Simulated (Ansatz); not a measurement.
Al2Sb2⁺, relaxed as a doublet with UKS PBE-D4/def2-SVP in Ansatz, starting from the GFN1-xTB geometry. Force threshold 0.02 eV/Å.

In the def2 sets Sb takes a core potential; there is no spin–orbit coupling. The relaxation made no stability test and no search for a lower SCF solution. The structure comes from a short search, and lower isomers may exist.

Start:

```xyz
4

Al    0.754    0.822   -1.423
Al   -0.628    1.631    0.470
Sb   -0.797   -0.794    1.489
Sb    0.671   -1.659   -0.535
```

Task: Estimate the energy that the relaxation releases and the steps that it takes.

Result: 0.51 eV, in 13 steps; 21 s on 4 threads of Arm Neoverse V2 on a shared host. No frequencies were taken in this run, so the end may be a saddle point.

Task: Does the start keep its bonding and symmetry?

Result: By distances, no bond broke or formed. The bond that changes most is Al1–Sb4, from 2.64 to 2.86 Å (atoms count from 1). Point group C2v at the start, Cs at the end, both within 0.05 Å.

Task: Predict the relaxed structure.

Result: 
```xyz
4

Al    0.937    1.022   -1.735
Al   -0.542    1.389    0.437
Sb   -0.948   -0.917    1.720
Sb    0.553   -1.493   -0.422
```
Bond lengths (bridged metal pairs left out): 2 × Al–Sb 2.67 to 2.86 Å; 1 × Al–Al 2.65 Å; 1 × Sb–Sb 2.68 Å.
